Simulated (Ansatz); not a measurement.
Ansatz (an electronic-structure program) input (B3LYP/6-31G*):

Ansatz 0.2 input:
```yaml
crystal:
  periodic: [false, false, false]
  atoms:
    - {symbol: Si, position_ang: [0.79334700, -0.20873300, 0.74709000]}
    - {symbol: H, position_ang: [1.83118100, -0.48928700, -0.33632000]}
    - {symbol: Cl, position_ang: [-0.76106100, 0.20068000, -0.59546700]}
basis:
  gaussian:
    orbitals: 6-31G*
hamiltonian:
  xc: {name: B3LYP}
relax: {f_tol: 0.003, max_steps: 120}
```

From the output:

```
reference -20416.14784215 eV, -750.2795946370 hartree; 16, 16 occupied and 24, 24 virtual orbitals, 396 factors
relax step   2: F+E_penalty+E_count = -20416.14766340 eV  Δ(F+E_penalty+E_count) = -2.279e-3 eV  max|allowed force component| = 6.856e-2 eV/Å  Δτ_max = 0.0105 Å  (27 SCF iters, accepted)
these checks for a lower state are left out or cut short: starts, cluster_reference, orbital_swaps, neighbouring_geometries, increment
integrals: 0.01 GiB planned
396 factors; integrals over basis functions are off by at most 4.1e-4 eV
mean field: 0.09 GiB planned
mean field -20416.14777641 eV, -750.2795922211 hartree, gradient 1.6e-5 eV, S^2 0.000000; 0 other end points of the search recorded, 0 dependent functions left out
the calculation of the forces begins
reference -20416.14795523 eV, -750.2795987927 hartree; 16, 16 occupied and 24, 24 virtual orbitals, 396 factors
relax step   3: F+E_penalty+E_count = -20416.14777641 eV  Δ(F+E_penalty+E_count) = -1.130e-4 eV  max|allowed force component| = 2.562e-2 eV/Å  Δτ_max = 0.0053 Å  (21 SCF iters, accepted)
these checks for a lower state are left out or cut short: starts, cluster_reference, orbital_swaps, neighbouring_geometries, increment
integrals: 0.01 GiB planned
396 factors; integrals over basis functions are off by at most 4.1e-4 eV
mean field: 0.09 GiB planned
mean field evaluation 32: about -20416.1478 eV, gradient 6.6e-2 eV
mean field -20416.14782959 eV, -750.2795941756 hartree, gradient 6.4e-5 eV, S^2 0.000000; 0 other end points of the search recorded, 0 dependent functions left out
the calculation of the forces begins
reference -20416.14800843 eV, -750.2796007478 hartree; 16, 16 occupied and 24, 24 virtual orbitals, 396 factors
relax step   4: F+E_penalty+E_count = -20416.14782959 eV  Δ(F+E_penalty+E_count) = -5.318e-5 eV  max|allowed force component| = 2.879e-4 eV/Å  Δτ_max = 0.0028 Å  (18 SCF iters, accepted)
integrals: 0.01 GiB planned
396 factors; integrals over basis functions are off by at most 4.1e-4 eV
mean field: 0.09 GiB planned
mean field -20416.14782959 eV, -750.2795941756 hartree, gradient 6.4e-5 eV, S^2 0.000000; 1 other end points of the search recorded, 0 dependent functions left out
the calculation of the forces begins
reference -20416.14800843 eV, -750.2796007478 hartree; 16, 16 occupied and 24, 24 virtual orbitals, 396 factors
Total energy: -20416.14800843 eV, -750.2796007478 hartree
Atom 0 at     0.796852    -0.209647     0.752515 Å, force    -0.000034     0.000008    -0.000246 eV/Å
Atom 1 at     1.837283    -0.490916    -0.337125 Å, force    -0.000254     0.000068     0.000108 eV/Å
Atom 2 at    -0.770668     0.203224    -0.600087 Å, force     0.000288    -0.000076     0.000138 eV/Å
Dipole moment:     0.266076    -0.070454     0.127307 e Å
```

The geometry given is a B3LYP-D3(BJ)/def2-TZVP minimum.
